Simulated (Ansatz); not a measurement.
Pb2O4 (the lowest singlet isomer of a short search) was relaxed with PBE-D4 (def2-SVP) in Ansatz in these states: neutral quintet, neutral singlet, neutral triplet. The geometries follow in no particular order.

In the def2 sets Pb takes a core potential; there is no spin–orbit coupling.

A:

Cartesian coordinates in Å:
```
Pb 0.564 -1.924 0.707
Pb 0.452 0.575 -1.996
O -0.486 1.581 1.473
O 1.542 -0.193 -0.243
O -0.518 -1.163 -1.054
O -1.554 1.123 1.113
```

B:

```xyz
6

Pb   -0.665    0.706   -1.423
Pb    2.007   -0.630   -0.157
O    -1.096   -0.596    1.767
O     0.062   -1.258   -0.826
O     1.307    1.320   -0.794
O    -1.615    0.458    1.432
```

C:

Cartesian coordinates in Å:
```
Pb 0.624 0.713 1.513
Pb 0.636 -0.182 -1.823
O -1.259 -0.636 -0.195
O -0.947 0.850 -0.449
O 1.884 0.172 -0.158
O -0.937 -0.917 1.112
```

Judge from the bond lengths which geometry belongs to which state (an estimate).

A is the neutral quintet (O3–O4 3.195 Å, Pb1–O6 3.733 Å, Pb2–O3 3.731 Å); B is the neutral triplet (O3–O4 2.916 Å, Pb1–O6 3.019 Å, Pb2–O3 3.651 Å); C is the neutral singlet (O3–O4 1.538 Å, Pb1–O6 2.292 Å, Pb2–O3 2.539 Å).

At PBE0-D4/def2-TZVP a triplet lies 2.26 eV below the neutral quintet. At PBE0-D4/def2-TZVP a triplet lies 0.70 eV below the neutral singlet. These are the stationary points nearest to one start from a short search; other shapes may lie lower in each state. The neutral quintet has come apart into loosely held pieces. The neutral triplet has come apart into loosely held pieces.
